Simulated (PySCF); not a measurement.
B(F)(NHMe)(OH) (CH₅BFNO), SMILES CNB(O)F.

The structure is a stationary point at r2SCAN-D4/def2-SVP. This is a generated structure with no PubChem entry under its InChIKey; it may be hypothetical. The values are those of a single conformer.

Calculation: TDA-ωB97X/def2-SVPD (PySCF).

Vertical excitations. Gas-phase values at a fixed geometry.

Computed excitation energies, oscillator strengths and character:
| state | energy (eV) | λ (nm) | f | main pairs |
|---|---|---|---|---|
| S1 | 6.89 | 180 | 0.001 | HOMO→LUMO 88 % |
| S2 | 7.99 | 155 | 0.013 | HOMO→LUMO+1 48 %, HOMO→LUMO+2 36 % |
| S3 | 8.58 | 144 | 0.022 | HOMO→LUMO+2 45 %, HOMO→LUMO+1 43 % |
| S4 | 9.18 | 135 | 0.006 | HOMO→LUMO+4 57 %, HOMO−1→LUMO 18 %, HOMO→LUMO+5 10 % |
| S5 | 9.29 | 134 | 0.258 | HOMO→LUMO+3 73 %, HOMO→LUMO+7 13 % |
| S6 | 9.43 | 132 | 0.038 | HOMO−1→LUMO 52 %, HOMO→LUMO+4 18 %, HOMO−1→LUMO+2 8 % |
| S7 | 9.68 | 128 | 0.028 | HOMO→LUMO+8 82 % |
| S8 | 9.82 | 126 | 0.085 | HOMO−2→LUMO 71 % |
| S9 | 10.01 | 124 | 0.057 | HOMO→LUMO+7 66 %, HOMO→LUMO+3 15 % |
| S10 | 10.14 | 122 | 0.002 | HOMO→LUMO+5 51 %, HOMO→LUMO+9 11 %, HOMO→LUMO+11 10 %, HOMO→LUMO+4 8 % |
| T1 | 6.80 | 182 | 0 | HOMO→LUMO 84 % |
| T2 | 7.83 | 158 | 0 | HOMO→LUMO+3 43 %, HOMO→LUMO+8 38 %, HOMO→LUMO+7 13 % |
| T3 | 7.84 | 158 | 0 | HOMO→LUMO+1 47 %, HOMO→LUMO+2 29 % |
| T4 | 8.43 | 147 | 0 | HOMO→LUMO+2 47 %, HOMO→LUMO+1 35 % |
Triplets are in the Tamm–Dancoff approximation.
Roots above 9.8 eV, the ΔSCF ionisation energy, lie in the ionisation continuum and depend on the basis.
